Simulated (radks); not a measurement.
Values are calculated unless marked as measured or tabulated.
Coherent X-ray form factor from a spherical all-electron density. Code: a radial shooting solver on a logarithmic mesh with Libxc functionals. Model: scalar-relativistic Kohn-Sham, PBE, spin-polarised, spherical densities, point nucleus.

| sin(theta)/lambda (1/angstrom) | f0 (electrons) |
|---|---|
| 0.05 | 32.452 |
| 0.1 | 30.993 |
| 0.15 | 29.041 |
| 0.2 | 26.989 |
| 0.25 | 25.059 |
| 0.3 | 23.318 |
| 0.4 | 20.292 |
| 0.5 | 17.633 |
| 0.6 | 15.235 |
| 0.8 | 11.367 |
| 1 | 8.827 |
| 1.25 | 7.042 |
| 1.5 | 6.062 |
| 2 | 4.770 |

The species is in the configuration that NIST lists as its ground one. Which atom or ion scatters so?

Answer. The selenium ion Se+, [Ar] 3d10 4s2 4p3. Extrapolating in s^2 from the first two rows gives f0(0) = 32.9, near the electron count 33; among species with that count, the fall with angle is slower the higher Z, and the table is that of Z = 34; from so few rows the species is fixed only to a neighbour or two.
